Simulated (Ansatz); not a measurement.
Reaction (substitution at a C–O bond): `OC(S)[SiH2]F` + H–F → `F[SiH2]C(F)S` + H₂O

Calculated with Ansatz (gas phase, PBE0-D4/def2-TZVP geometries, no zero-point term in ΔE). CBS: MP2 limit from def2 TZ/QZ plus the TZ coupled-cluster correction, frozen cores. This one scheme is used for every species. Functionals use def2-TZVPP. Each species was taken in one conformer, which may not be the lowest.

```csv
level,ΔE (eV)
PBE0-D4,0.09
PBE0,0.07
```

What does CCSD(T)/CBS give? (An estimate is asked.)

The calculation gave: +0.11 eV. The listed levels differ from it by -0.02, -0.04 eV.

Largest T1 diagnostic among the species: 0.012.

The D4 term adds +0.04 eV with B3LYP and +0.02 eV with PBE0; it sums over pairs of atoms, weighted by their polarisabilities, and B3LYP, whose exchange is more repulsive, gets the larger term. In def2-TZVPP, CCSD(T) changes the Hartree–Fock value by +0.09 eV (the triples alone add +0.01 eV) and MP2 by +0.14 eV. From PBE to PBE0 (25 % exact exchange), in def2-TZVPP and without D4, ΔE moves by +0.04 eV.

B3LYP here is the variant with VWN-RPA as its local correlation; programs differ in this.
